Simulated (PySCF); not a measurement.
Computed IR spectrum (relative IR intensity) of a molecule C₅H₃N₃. Coordinates come from a PBE-D3(BJ)/def2-SVP optimisation. One conformer was computed; it need not be the lowest. All values below come from PBE-D3(BJ)/def2-SVP (PySCF 2.14.0). Harmonic, unscaled wavenumbers; measured fundamentals usually lie a few per cent lower.

```csv
ν (cm⁻¹),relative intensity
340,4.2
565,8.1
577,7.0
635,3.5
795,5.8
799,6.1
825,19
982,2.2
1248,6.6
1273,8.2
1408,100
1564,77
1580,58
2293,2.4
3089,21
```

Q: Which structure fits?
A. N#Cc1ccncn1
B. N#Cc1cnccn1
C. N#Cc1cncnc1
D. N#Cc1ncccn1

A: D, N#Cc1ncccn1
